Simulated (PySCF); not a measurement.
Ge(OH)2(OSiH3)2, H8GeO4Si2, SMILES [OH][Ge]([OH])([O][SiH3])[O][SiH3] at its GFN2-xTB optimised geometry (Å):

```
15

O     -1.2269     0.3534    -4.0700
Ge    -1.1382    -0.1333    -2.4306
O     -2.5315    -1.0474    -2.0571
O      0.2462    -1.0846    -2.1480
Si     0.8918    -2.0181    -0.9728
O     -1.0518     1.2642    -1.4433
Si    -0.5236     1.8026     0.0000
H     -0.4933     0.8624    -4.4106
H     -3.3258    -0.8005    -2.5298
H      1.0941    -1.2133     0.2366
H      0.0035    -3.1472    -0.6996
H      2.1439    -2.3986    -1.6233
H      0.9418     1.8026     0.0000
H     -1.0941     3.1472     0.0000
H     -1.0391     0.9532     1.0758
```

Level of theory: PySCF with PBE0/def2-TZVP.

Map of the log10 of the electron density (e/bohr³), floored at −4 on the plane z = 0.6 Å:

```
|                           |
|                           |
|         .::..             |
|        :-==-:.            |
|       :-+**+=-.           |
|       :=*#%#+=-:.         |
|      .-+#%%#*++=-.        |
|      .-+#%%%###*=-.       |
|      .-+#%%%%%%#+-.       |
|      .-+#%@@%%%#*=.       |
|      .-+#@@@%%#*+-.       |
|      .-+#@@%#**+=:        |
|       :=*#%#*+=--.        |
|       .-=+*+====-:.       |
|        .:---=+**+=:       |
|         ..:-+*%%*+-.      |
|           :-+#@@#+-.      |
|           :-+#%%#+-.      |
|          .:=+*#**=:.      |
|          .:=++++=-:       |
|          .-=++==-:.       |
|          .:-==-:.         |
|           :---:.          |
|            .::.           |
|                           |
|                           |
|                           |
```
Scale: ten equal steps from -4.00 (start of ' ') to -0.860 (end of '@'), in the order ' .:-=+*#%@'; x runs from -5.50 to 5.50, y from -5.50 (bottom) to 5.50 (top).
